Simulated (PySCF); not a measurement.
CuI, optimised at GFN2-xTB:

```xyz
2

Cu     0.0026    -0.8861     0.8125
I     -0.0026     0.8861    -0.8125
```

Computed with PySCF (xtb for GFN2) and rigid-rotor harmonic-oscillator thermochemistry at 1 bar. All species are closed-shell singlets. I: scalar-relativistic def2 core potential, no spin-orbit coupling. Cu: all electrons, no relativistic terms.

List the harmonic frequencies (cm⁻¹, unscaled) at this level and at the other levels, each on its own geometry.


- GFN2-xTB: 257
- PBE/def2-SVP: 258
- PBE0/def2-TZVP: 253
